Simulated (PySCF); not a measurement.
## Bond length, frequency and bond energy of KCa by level of theory

State: ²Σ⁺ (doublet), unpaired electrons σ ↑. Set-up: basis K def2-SVP, Ca def2-SVP; no relativity; PySCF 2.14. De refers to K + Ca in their ground configurations, without counterpoise correction. The functionals are run spin-unrestricted. A positive dipole means K(−)Ca(+). Levels whose curve was spin-contaminated or gave no clean fit are not listed.

```json
{"Level": "ROHF-MP2", "Re (Å)": "4.534", "ωe (cm⁻¹)": "54.0", "De (eV)": "0.101", "μ (D)": "n/a", "CPU s a point (SCF and correlation, without the integrals)": "0.23"}
{"Level": "ROHF-SCS-MP2", "Re (Å)": "4.582", "ωe (cm⁻¹)": "50.9", "De (eV)": "0.084", "μ (D)": "n/a", "CPU s a point (SCF and correlation, without the integrals)": "n/a"}
{"Level": "ROHF-CCSD", "Re (Å)": "4.440", "ωe (cm⁻¹)": "60.5", "De (eV)": "0.123", "μ (D)": "n/a", "CPU s a point (SCF and correlation, without the integrals)": "n/a"}
{"Level": "ROHF-CCSD(T)", "Re (Å)": "4.396", "ωe (cm⁻¹)": "64.1", "De (eV)": "0.142", "μ (D)": "n/a", "CPU s a point (SCF and correlation, without the integrals)": "7.6"}
{"Level": "PBE", "Re (Å)": "4.220", "ωe (cm⁻¹)": "78.5", "De (eV)": "0.267", "μ (D)": "-1.60", "CPU s a point (SCF and correlation, without the integrals)": "0.87"}
{"Level": "BP86", "Re (Å)": "4.252", "ωe (cm⁻¹)": "73.7", "De (eV)": "0.219", "μ (D)": "-1.41", "CPU s a point (SCF and correlation, without the integrals)": "0.59"}
{"Level": "r²SCAN", "Re (Å)": "4.280", "ωe (cm⁻¹)": "77.7", "De (eV)": "0.277", "μ (D)": "-2.42", "CPU s a point (SCF and correlation, without the integrals)": "1.3"}
{"Level": "r²SCANh", "Re (Å)": "4.281", "ωe (cm⁻¹)": "77.1", "De (eV)": "0.268", "μ (D)": "-2.42", "CPU s a point (SCF and correlation, without the integrals)": "1.3"}
{"Level": "PBE0", "Re (Å)": "4.260", "ωe (cm⁻¹)": "76.1", "De (eV)": "0.231", "μ (D)": "-1.89", "CPU s a point (SCF and correlation, without the integrals)": "1.5"}
{"Level": "M06-2X", "Re (Å)": "4.120", "ωe (cm⁻¹)": "83.7", "De (eV)": "0.275", "μ (D)": "-0.01", "CPU s a point (SCF and correlation, without the integrals)": "3.3"}
```

Q: Which functional lies closest to ROHF-CCSD(T) in De, which farthest, and by how much do they differ from it?

A: Closest is BP86 (-14.4 pm in Re, +15.0 % in ωe, +0.08 eV in De against ROHF-CCSD(T) in the same basis), farthest r²SCAN (-11.6 pm in Re, +21.2 % in ωe, +0.14 eV in De). CCSD(T) converges more slowly with the basis than the functionals do and binds too weakly in this one, so the order can change at the basis-set limit.

Q: What does a quarter of exact exchange do here, going from PBE to PBE0?

A: PBE0 less PBE: +4.0 pm in Re, -3.1 % in ωe, -0.04 eV in De. Exact exchange removes part of the self-interaction that spreads semilocal densities, and in most molecules shortens and stiffens the bond and lowers De; here Re and ωe go the other way.

Q: What does the step from GGA to meta-GGA do here, going from PBE to r²SCAN?

A: r²SCAN less PBE: +6.0 pm in Re, -1.0 % in ωe, +0.01 eV in De. 

Correlated steps freeze 10 core orbitals. The bond is weak. Basis-set superposition, not corrected here, can be much of De in a small basis, most of all at correlated wavefunction levels. Functionals without a dispersion term scatter widely for such bonds, and LDA overbinds them. The state is the lowest determinant that a PBE0 search found; another state may lie lower at other levels.

The whole job (state search and all levels along the bond) took about 3.8 min on 1 thread of Arm Neoverse N1 (shared host), peak memory 0.56 GiB.
